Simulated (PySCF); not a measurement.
# Electron correlation in N⁵⁺ (nitrogen, charge +5)

Starting occupation: 1s2. All numbers are calculated (PySCF 2.14, X2C-1e with screened-nucleus spin-orbit coupling, Gaussian nucleus, in an even-tempered Gaussian basis (17 s from 0.14 bohr⁻², ratio 2.6; 10 p from 0.18 bohr⁻², ratio 2.6; 7 d from 0.19 bohr⁻², ratio 2.8; 3 f from 12 bohr⁻², ratio 2.8)). Frozen: nothing; 2 electrons correlated; the 28 highest virtual spinors left out.

Total MP2 correlation energy: -42.83 mhartree.

With two correlated electrons CCSD is exact within the correlated space (frozen core and kept virtual orbitals).

The virtual space was cut to 52 spinors, which keep -40.31 of the -42.83 mhartree of MP2 correlation.

```csv
level,correlation energy (mhartree)
CCSD,-42.26
```

Diagnostics: T1 = 5.0e-05, largest double amplitude 0.010.

Cost of the coupled-cluster step: roughly 6 core-seconds, for 2 occupied and 52 virtual spinors.

The coupled-cluster values are those of the cut space; adding the MP2 remainder, -2.52 mhartree, estimates the full space.
